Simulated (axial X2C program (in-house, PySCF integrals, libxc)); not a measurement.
# Spin–orbit effects along a row: molecules with Cl, MP2

All values come from calculations with an in-house all-electron X2C program for linear molecules (integrals from PySCF), spin-free (one-electron X2C) or two-component (2c: spin–orbit coupling with atomic mean-field Coulomb and Gaunt terms, which also bring small scalar terms), in Dyall basis sets with cores contracted in-house; open shells are unrestricted.

Basis sets: Cl dyall-av3z, Cl dyall-v3z, I dyall-cv3z, In dyall-cv3z, Sn dyall-cv3z, Sr dyall-v3z, Y dyall-cv3z. Frozen shells (counts by l): SrCl Sr 3s2p1d, Cl 2s1p, 17 electrons correlated; YCl Y 4s3p1d, Cl 2s1p, 10 electrons correlated; InCl In 4s3p1d, Cl 2s1p, 20 electrons correlated; SnCl Sn 4s3p1d, Cl 2s1p, 21 electrons correlated; ICl I 4s3p2d, Cl 2s1p, 14 electrons correlated. Where the outer core of a metal is frozen, bonds come out longer and ionisation energies lower. Frozen cores can differ along the series, which adds to the trend.

| molecule | spin-free state | Re (Å) | ωe (cm⁻¹) | De (eV) | 2c state | Re 2c (Å) | ωe 2c (cm⁻¹) | De 2c (eV) |
| --- | --- | --- | --- | --- | --- | --- | --- | --- |
| SrCl | M_S = 1/2, Λ = 0 | 2.586 | 301.9 | 4.24 | Ω = 1/2 | 2.586 | 301.9 | 4.20 |
| YCl | M_S = 0, Λ = 0 | 2.432 | 363.8 | 5.51 | Ω = 0 | 2.432 | 363.9 | n/a |
| InCl | M_S = 0, Λ = 0 | 2.411 | 312.2 | 4.68 | Ω = 0 | 2.412 | 312.1 | 4.51 |
| SnCl | M_S = 1/2, Λ = 1 | 2.368 | 349.8 | 3.92 | Ω = 1/2 | 2.371 | 347.3 | n/a |
| ICl | M_S = 0, Λ = 0 | 2.323 | 402.9 | 2.39 | Ω = 0 | 2.333 | 393.0 | 2.13 |

(1) Work out the shifts from the spin-free to the two-component result.

Each entry is the lowest single determinant of a limited PBE0 search at one distance. De goes to single-determinant-based atoms at the same level (for ions the charge split of lowest energy) and is withheld (n/a) where an atom does not fit its ground term or J level. Main or longest-lived isotopes.

Answers

(1) 

```json
{"molecule": "SrCl", "2c state": "Ω = 1/2", "ΔRe (Å)": "0.000", "Δωe (cm⁻¹)": "0.0", "ΔDe (eV)": "-0.04"}
{"molecule": "YCl", "2c state": "Ω = 0", "ΔRe (Å)": "0.000", "Δωe (cm⁻¹)": "0.1", "ΔDe (eV)": "n/a"}
{"molecule": "InCl", "2c state": "Ω = 0", "ΔRe (Å)": "0.001", "Δωe (cm⁻¹)": "-0.1", "ΔDe (eV)": "-0.17"}
{"molecule": "SnCl", "2c state": "Ω = 1/2", "ΔRe (Å)": "0.003", "Δωe (cm⁻¹)": "-2.5", "ΔDe (eV)": "n/a"}
{"molecule": "ICl", "2c state": "Ω = 0", "ΔRe (Å)": "0.010", "Δωe (cm⁻¹)": "-9.9", "ΔDe (eV)": "-0.26"}
```

Shifts of one unit in the last digit are rounding.
